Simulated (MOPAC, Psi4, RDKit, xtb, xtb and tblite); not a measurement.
Two geometries of SMILES c1c(scc1)[SiH2]c1sccc1, relaxed at GFN2-xTB with one dihedral held; other torsions can differ between them too.

Structure A

```
19

C     -2.1341     0.4791    -3.3771
C     -2.3201    -0.6808    -4.0577
S     -1.5360    -2.0048    -3.2948
C     -0.9339    -0.9855    -2.0259
Si     0.0864    -1.6847    -0.6200
C      1.6241    -2.4664    -1.3502
C      2.0591    -2.5086    -2.6433
C      3.2808    -3.1930    -2.8116
C      3.7713    -3.6688    -1.6385
S      2.7481    -3.2881    -0.3125
C     -1.3467     0.2997    -2.2205
H     -2.5415     1.4254    -3.6863
H     -2.8697    -0.8442    -4.9636
H      0.4493    -0.5769     0.2703
H     -0.6818    -2.7061     0.1018
H      1.5131    -2.0611    -3.4550
H      3.7693    -3.3243    -3.7609
H      4.6730    -4.2225    -1.4663
H     -1.0882     1.0977    -1.5474
```

Structure B

```
19

C      1.3829    -4.9558    -2.7273
C      0.1729    -5.0010    -3.3414
S     -0.8913    -3.7880    -2.7528
C      0.3080    -3.2000    -1.6454
Si    -0.0896    -1.7189    -0.5717
C      1.1927    -1.6408     0.7901
C      1.7543    -2.6447     1.5243
C      2.6539    -2.1938     2.5129
C      2.7661    -0.8407     2.5284
S      1.7747    -0.1016     1.3367
C      1.4569    -3.9269    -1.7651
H      2.1920    -5.6286    -2.9505
H     -0.1643    -5.6733    -4.1053
H     -0.0245    -0.4885    -1.3682
H     -1.4295    -1.8771     0.0085
H      1.5259    -3.6828     1.3577
H      3.1905    -2.8458     3.1794
H      3.3721    -0.2276     3.1656
H      2.3342    -3.7261    -1.1757
```

Question: Which is lower in energy at the level PBE0-D3(BJ)/def2-SVP // GFN2-xTB (Psi4), and by how much?

Answer: A is lower, by 1.85 kJ/mol (dihedral S3–C4–Si5–C6: 60° in A, 165° in B).

E(B) − E(A) in kJ/mol at the other levels, on the same two geometries: GFN2-xTB (xtb and tblite) -0.50; MMFF94 // GFN2-xTB (RDKit) -2.89; PBE0/def2-SVP // GFN2-xTB (Psi4) 1.43; PBE/def2-SVP // GFN2-xTB (Psi4) 1.16; PBE-D3(BJ)/def2-SVP // GFN2-xTB (Psi4) 1.51; UFF // GFN2-xTB (RDKit) 2.47; PM3, restricted, heats of formation // GFN2-xTB (MOPAC) -2.65; PM6, restricted, heats of formation // GFN2-xTB (MOPAC) -0.34; GFN1-xTB // GFN2-xTB (xtb) 1.07.
